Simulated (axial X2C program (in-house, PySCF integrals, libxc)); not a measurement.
## Photoelectron levels of GeS by EOM-IP-CCSD

Computed with an in-house all-electron X2C program for linear molecules (integrals from PySCF): two-component X2C with atomic mean-field Coulomb and Gaunt terms, Gaussian nuclei, basis Ge dyall-cv3z, S dyall-av3z with contracted cores.

R = 2.015 Å (near the PBE0 minimum at charge 0 of the determinant lowest at the starting distance; the state shown can have its own minimum elsewhere).

Hartree–Fock spinors of GeS (one of each Kramers pair; a window near the gap, which can cut inner shells):

```json
{"ω": "1/2", "occupied": "yes", "ε (eV)": "-25.33", "character": "66% S s, 13% Ge s, 11% Ge p"}
{"ω": "1/2", "occupied": "yes", "ε (eV)": "-16.16", "character": "42% Ge s, 36% S p, 13% S s"}
{"ω": "1/2", "occupied": "yes", "ε (eV)": "-10.42", "character": "39% Ge p, 39% S p, 14% Ge s"}
{"ω": "1/2", "occupied": "yes", "ε (eV)": "-10.23", "character": "74% S p, 18% Ge p, 5% Ge d"}
{"ω": "3/2", "occupied": "yes", "ε (eV)": "-10.17", "character": "75% S p, 18% Ge p, 5% Ge d"}
{"ω": "1/2", "occupied": "no", "ε (eV)": "0.39", "character": "63% Ge p, 14% S p, 12% S d"}
{"ω": "3/2", "occupied": "no", "ε (eV)": "0.46", "character": "63% Ge p, 14% S p, 12% S d"}
{"ω": "1/2", "occupied": "no", "ε (eV)": "1.92", "character": "46% S p, 23% S s, 18% Ge p"}
{"ω": "1/2", "occupied": "no", "ε (eV)": "2.37", "character": "65% S s, 27% S p, 4% Ge d"}
{"ω": "1/2", "occupied": "no", "ε (eV)": "2.48", "character": "93% S p, 4% Ge p, 3% S d"}
{"ω": "3/2", "occupied": "no", "ε (eV)": "2.49", "character": "94% S p, 4% Ge p, 3% S d"}
```

Vertical ionisation energies of GeS to the states of GeS⁺:

```tsv
Ω of GeS⁺	vertical IE (eV)	above lowest (cm⁻¹)	ionised spinor	one-hole weight
3/2	10.140	0	75% S pπ, 18% Ge pπ	0.94
1/2	10.194	439	74% S pπ, 18% Ge pπ	0.94
1/2	10.302	1312	41% S pσ, 38% Ge pσ, 12% Ge sσ	0.95
1/2	14.970	38960	42% Ge sσ, 33% S pσ, 14% S sσ	0.79
```

Question: How far does the lowest EOM-IP-CCSD energy lie from the Koopmans value −ε of the highest filled spinor?

Answer: 10.140 eV against 10.17 eV, a shift of -0.03 eV: relaxation of the final state lowers the energy and the loss of correlation raises it.

Question: What is the splitting of the first π pair in the table, and is it regular or inverted?

Answer: E(3/2) − E(1/2) = 0 − 439 = -439 cm⁻¹ at EOM-IP-CCSD: inverted, Ω = 3/2 lower. Splittings at this level can be off by ten to twenty per cent.

This point took 40 s on 1 thread of Arm Neoverse V1, on a shared host.

Reference electrons by ω block (each with its −ω partner): 1/2: 17, 3/2: 6, 5/2: 1. 20 electrons of GeS correlated (inner shells frozen), 82 natural virtual spinors (a truncated set); levels can be off by some tenths of an eV. Roots sought by Ω: (1/2: 4, 3/2: 3, 5/2: 1); rows need 60 % one-particle weight and stop where some Ω has no more roots. Missing are any skipped roots, higher Ω and states of a further excitation; these come out far too high here and may in truth be low or lowest. T1 of the reference 0.018 (Lee–Taylor). Number of frozen shells: Ge 3 s, 2 p; S 2 s, 1 p.
